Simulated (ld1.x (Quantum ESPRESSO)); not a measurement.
## Logarithmic derivatives: O, TM

| Property | Result |
| --- | --- |
| Element | oxygen |
| Generator | ld1.x (Quantum ESPRESSO) 7.5 |
| Type | norm-conserving Troullier–Martins (Kleinman–Bylander form) |
| Functional | PBE |
| Relativity | scalar-relativistic |
| Frozen core | [He] |
| Valence charge | 6 |
| Reference configuration | 2s2 2p2 (charge +2) |
| Partial waves | 2p (bound): rc 1.90 bohr; 3d channel at 0.05 Ry: rc 1.50 bohr; 2s (bound): rc 0.55 bohr |
| Local potential | the s channel |
| Core correction | Bessel-smoothed model core inside 0.45 bohr |

The phase is arctan(r·u′/u) with u = r·R(r), unwrapped; energies in Ry, scanned from -6 to 5 Ry. A pole is an energy at which the radial function vanishes at the test radius. The pseudo phase is shifted by a multiple of π to meet the all-electron one at the reference energy, and phase errors are pseudo minus all-electron; the curves can meet again beyond the range given. Levels narrower than the energy grid can be missing from the lists of poles.

| channel | radius (bohr) | reference energy (Ry) | poles, all-electron | poles, pseudo | unbroken range about the reference energy with phases within 0.05 rad | phase error 1 Ry above the reference energy (rad) |
| --- | --- | --- | --- | --- | --- | --- |
| s | 2.04 | -4.29 | -4.00 | -4.00, 4.94 | the whole range | -0.000 |
| p | 2.04 | -3.18 | -2.88, 4.82 | -2.88 | below -0.5 | +0.005 |
| d | 2.04 | 0.05 | 2.86 | 2.87 | the whole range | +0.000 |

Phases in the p channel:

```tsv
E (Ry)	all-electron	pseudo
-6.00	1.317	1.318
-5.74	1.306	1.307
-5.48	1.294	1.294
-5.22	1.279	1.280
-4.96	1.260	1.261
-4.70	1.236	1.237
-4.44	1.202	1.204
-4.18	1.152	1.154
-3.92	1.062	1.065
-3.66	0.846	0.850
-3.40	-0.057	-0.052
-3.14	-1.277	-1.277
-2.88	-1.570	-1.569
-2.62	-1.683	-1.681
-2.36	-1.750	-1.746
-2.10	-1.799	-1.793
-1.84	-1.842	-1.834
-1.58	-1.884	-1.873
-1.32	-1.929	-1.914
-1.06	-1.980	-1.960
-0.80	-2.042	-2.012
-0.54	-2.121	-2.077
-0.28	-2.227	-2.160
-0.02	-2.375	-2.270
0.24	-2.591	-2.422
0.50	-2.899	-2.635
0.76	-3.284	-2.927
1.02	-3.656	-3.278
1.28	-3.940	-3.616
1.54	-4.136	-3.885
1.80	-4.270	-4.077
2.06	-4.366	-4.214
2.32	-4.437	-4.312
2.58	-4.492	-4.386
2.84	-4.535	-4.443
3.10	-4.570	-4.488
3.36	-4.600	-4.525
3.62	-4.626	-4.556
3.88	-4.648	-4.582
4.14	-4.668	-4.604
4.40	-4.686	-4.624
4.66	-4.703	-4.642
4.92	-4.718	-4.657
```
